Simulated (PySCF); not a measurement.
Compound: C4H2N3 (charge -1).
Bonds: N1–C2 (triple), C2–C3, C3–C4 (aromatic), C4–N5 (aromatic), N5–C6 (aromatic), C6–N7 (aromatic), C3–N7 (aromatic). Hydrogens: H8 on C4; H9 on C6.

Structure optimised with GFN2-xTB, isolated species.

(1) List the bond lengths and angles at this level.

Answers

(1) 
| bond | length (Å) | order |
| --- | --- | --- |
| N1≡C2 | 1.158 | triple |
| C2–C3 | 1.384 | single |
| C3–C4 | 1.400 | aromatic |
| C4–N5 | 1.340 | aromatic |
| N5–C6 | 1.344 | aromatic |
| C6–N7 | 1.320 | aromatic |
| C3–N7 | 1.375 | aromatic |
| C4–H8 | 1.079 | single |
| C6–H9 | 1.081 | single |

Orders are formal, as drawn. A selection of angles:
| angle | degrees |
| --- | --- |
| N1–C2–C3 | 176.9 |
| C2–C3–C4 | 127.0 |
| C2–C3–N7 | 125.1 |
| C4–C3–N7 | 107.9 |
| C3–C4–N5 | 109.3 |
| C3–C4–H8 | 128.3 |
| N5–C4–H8 | 122.4 |
| C4–N5–C6 | 103.2 |
| N5–C6–N7 | 116.6 |
| N5–C6–H9 | 121.6 |
| N7–C6–H9 | 121.9 |
| C3–N7–C6 | 103.0 |

The 5-membered ring C3–C4–N5–C6–N7 has internal angles of 103.0° to 116.6° (sum 540°, against 540° for a flat polygon); it is planar, 0.00 Å rms from its mean plane, widest ring torsion 0°. N5 (ring nitrogen) is bent (angle 103.2°). The 5 C–N bonds span 1.158 Å (N1≡C2, drawn triple) to 1.375 Å (C3–N7, aromatic), a spread of 0.217 Å. The 7 heavy atoms lie in one plane (0.000 Å rms). C6 (aromatic CH next to a ring nitrogen) is planar (angles 121.9°, 121.6° and 116.6°, sum 360.0°, 0.00 Å off the plane of its three neighbours). C3 (substituted aromatic carbon) is planar (angles 127.0°, 125.1° and 107.9°, sum 360.0°, 0.00 Å off the plane of its three neighbours). C4 (aromatic CH next to a ring nitrogen) is planar (angles 128.3°, 122.4° and 109.3°, sum 360.0°, 0.00 Å off the plane of its three neighbours).

Point group: Cs (every atom within 0.08 Å of its image). GFN2-xTB frequencies: not computed here.
